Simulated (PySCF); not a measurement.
A calculated (revPBE, PySCF 2.14, aug-cc-pVQZ-X2C, the spin-free X2C one-electron Hamiltonian (Gaussian nucleus)) atom or ion has these occupied shells.

```tsv
shell	electrons	orbital energy (eV)	rms radius, mean of both spins (bohr)
1s α	1	-37185.4	0.0292
1s β	1	-37185.4	0.0292
2s α	1	-5883.4	0.119
2s β	1	-5883.4	0.119
2p α	3	-5281.6	0.106
2p β	3	-5281.6	0.106
3s α	1	-1247.4	0.312
3s β	1	-1247.4	0.312
3p α	3	-1053.8	0.312
3p β	3	-1053.8	0.312
3d α	5	-770.19	0.289
3d β	5	-770.18	0.289
4s α	1	-249.79	0.716
4s β	1	-249.77	0.716
4p α	3	-187.20	0.762
4p β	3	-187.18	0.762
4d α	5	-95.745	0.863
4d β	5	-95.721	0.863
5s α	1	-39.477	1.74
5s β	1	-39.399	1.74
5p α	3	-24.559	2.04
5p β	3	-24.433	2.04
6s α	1	-7.825	4.62
```

Question: Name the element and its charge.

Answer: Ba⁺ (barium, charge +1), in [Xe] 6s1, 2S determinant.
